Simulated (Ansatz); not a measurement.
Consider the redistribution: `[CH3][Al]([CH3])[BH][SiH3]` + `COB(O)O` → `[CH3][Al]([CH3])[O]B(O)O` + `CB[SiH3]`.

Computed with Ansatz on PBE0-D4/def2-TZVP structures; ΔE is electronic, products minus reactants. CCSD(T)/CBS is the MP2 limit (def2-TZVPP, def2-QZVPP) plus CCSD(T) − MP2 in def2-TZVPP, frozen cores. Functionals use def2-TZVPP. One conformer a species, not always the lowest.

CCSD(T)/CBS gives -274.5 kJ/mol.

(1) Another level gave -264.0 kJ/mol. Which?
A. MP2/def2-TZVPP
B. HF/def2-TZVPP
C. PBE0/def2-TZVPP
D. ωB97X-V/def2-TZVPP

Largest T1 diagnostic among the species: 0.012.

Answers

(1) C. PBE0 -264.0, ωB97X-V -269.3, HF/def2-TZVPP -276.1, MP2/def2-TZVPP -286.7 kJ/mol.

From PBE to PBE0 (25 % exact exchange), in def2-TZVPP and without D4, ΔE moves by −6.0 kJ/mol.
